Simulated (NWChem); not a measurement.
# GeH3TeBr; SMILES [GeH3][Te]Br

Program: NWChem. All runs use the structure optimised with PBE0/def2-SVP. No frequency run checked for a minimum. def2 effective core potentials on Te; no spin-orbit coupling.

For level PBE/def2-SVP (core potentials):

| Item | Result |
|---|---|
| highest occupied level (eV) | -5.27 |
| orbital gap (eV) | 1.80 |
| dipole (D) | 1.91 |

Q: Estimate the same quantities for level PBE/STO-3G (all-electron, non-relativistic).

A: The highest occupied level (eV) is -2.55. The orbital gap (eV) comes out as 2.50 and the dipole (D) is 2.22.
